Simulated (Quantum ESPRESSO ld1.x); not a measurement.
Question: These are the eigenvalues of the occupied orbitals of an atom or ion with whole-number occupations (eV). Method: scalar-relativistic Kohn-Sham, relativistic LDA (MacDonald-Vosko exchange, VWN5 correlation), spin-unpolarised, spherical densities, point nucleus; computed with ld1.x of Quantum ESPRESSO 7.5.

orbital  eigenvalue
1s         -74045.3
2s         -13465.5
2p         -11830.0
3s         -3650.22
3p         -3168.66
3d         -2629.50
4s         -1262.15
4p         -1098.04
4d         -895.459
4f         -671.167

Which element is it, and in what charge state? The configuration may be excited.

Answer: Z = 76, osmium, charge +23: Os23+ in [Kr] 4d10 4f7. The list shows which subshells hold electrons but not how many an open one holds; the 1s level, -2721.1 hartree, gives Z - s = 73.8 by -(Z - s)^2/2, which with screening and relativity narrows Z to a few neighbours, and the depths of the outer levels then fix element, charge and occupations together.
